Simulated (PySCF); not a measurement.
## Correlation energy of Cd²⁺ (cadmium, charge +2)

Starting occupation: [Kr] 4d10. All numbers are calculated (PySCF 2.14, X2C-1e with screened-nucleus spin-orbit coupling, Gaussian nucleus, in x2c-TZVPPall-2c with one added diffuse shell each of s, p, d, f type (9s10p8d3f1g, 109 functions)). Frozen: [Ar] 3d10; 18 electrons correlated; the 6 highest virtual spinors left out.

MP2 pair energies summed by pair of shells (mhartree):

```tsv
pair	energy	share (%)
4d3/2-4d5/2	-173.29	26.8
4d5/2-4d5/2	-124.94	19.4
4d5/2-4p3/2	-70.56	10.9
4d3/2-4d3/2	-54.72	8.5
4d3/2-4p3/2	-47.11	7.3
4d5/2-4p1/2	-34.43	5.3
4d3/2-4p1/2	-23.72	3.7
4d5/2-4s1/2	-22.48	3.5
4p3/2-4p3/2	-22.46	3.5
4p1/2-4p3/2	-21.45	3.3
4p3/2-4s1/2	-16.55	2.6
4d3/2-4s1/2	-15.10	2.3
4p1/2-4s1/2	-8.36	1.3
4p1/2-4p1/2	-6.00	0.9
4s1/2-4s1/2	-4.31	0.7
```

Total MP2 correlation energy: -645.47 mhartree.

The virtual space was cut to 108 spinors, which keep -634.68 of the -645.47 mhartree of MP2 correlation.

```csv
level,correlation energy (mhartree)
CCSD,-609.53
```

Diagnostics: T1 = 0.0030, largest double amplitude 0.027.

Cost of the coupled-cluster step: 190 s of wall time on 4 threads of Neoverse-V2 (shared host), for 18 occupied and 108 virtual spinors.

This basis was not built for core-valence correlation, so the inner-shell part is incomplete.
